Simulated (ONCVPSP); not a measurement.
Before and after: ONCV potential for Ti (Z = 22)

```
Element                 : Ti
Generator               : ONCVPSP 4.0.1
Type                    : optimised norm-conserving Vanderbilt (ONCV)
Functional              : PBEsol
Relativity              : scalar-relativistic
Frozen core             : [Ne]
Valence charge          : 12
Reference configuration : 3s2 3p6 3d2 (charge +2)
Partial waves           : 3s: rc 0.95 bohr, ncon 4, nbas 7, qcut 7.9 1/bohr, 2 projectors, debl 0.9 Ha; 3p: rc 1.25 bohr, ncon 5, nbas 8, qcut 12.5 1/bohr, 2 projectors, debl 1.3 Ha; 3d: rc 1.70 bohr, ncon 3, nbas 7, qcut 10.7 1/bohr, 2 projectors, debl 0.3 Ha
Local potential         : polynomial inside 0.85 bohr (lpopt 5, dvloc0 0 Ha)
Core correction         : Teter function fitted to the true core (icmod 2), fcfact 0.5
```

In the s channel the program set the typed energies aside and used -2.878, 0.250 Ha. In the p channel the program set the typed energies aside and used -2.008, 0.250 Ha. In the d channel the program set the typed energies aside and used -0.721, 0.250 Ha.

Change: p: qcut 8.1.

Cutoffs: the cutoffs (Ha) at which the residual kinetic energy of the hardest occupied pseudo-wave falls to 1 and 0.1 mHa per electron; they do not see the model core or the augmentation charge, which bear on the density cutoff. Errors are all-electron minus pseudo energies relative to the spin-unpolarised reference configuration.

**Question.** How do hardness, ghosts and transferability respond?

**Answer.** The potential gets neither clearly harder nor softer (56 Ha and 121 Ha → 56 Ha and 121 Ha); the s channel sets the loose cutoff, while the largest relative change is in p, which becomes softer; the errors of the 4 common tests hardly move; neither file shows a bound ghost.

| quantity | base | changed |
| --- | --- | --- |
| cutoff, loose | 56 Ha | 56 Ha |
| cutoff, tight | 121 Ha | 121 Ha |
| loose cutoff by channel | s 56 Ha, p 46 Ha, d 36 Ha | s 56 Ha, p 20 Ha, d 36 Ha |
| bound ghosts | none | none |
| GHOST(+) flags under 300 eV | none | none |
| error for 3s2 3p6 3d2 4s2, meV [ΔE -20.83 eV] | +2.7 | +2.7 |
| error for 3s2 3p6 3d2 4s1, meV [ΔE -13.47 eV] | +1.2 | +1.2 |
| error for 3s2 3p6 3d1, meV [ΔE 26.90 eV] | +43 | +44 |
| error for 3s2 3p6 3d2.5 4s1.5, meV [ΔE -20.48 eV] | +0.8 | +0.8 |
| s: phases at 0.96 bohr within 0.05 rad from the reference energy up to (Ha; the scan ends near 5) | to the end of the scan | to the end of the scan |
| p: phases at 1.27 bohr within 0.05 rad from the reference energy up to (Ha; the scan ends near 5) | to the end of the scan | to the end of the scan |
| d: phases at 1.73 bohr within 0.05 rad from the reference energy up to (Ha; the scan ends near 5) | to the end of the scan | to the end of the scan |
| rms error of d²Exc/dni dnj with the model core, mHa | 1.47 | 1.49 |
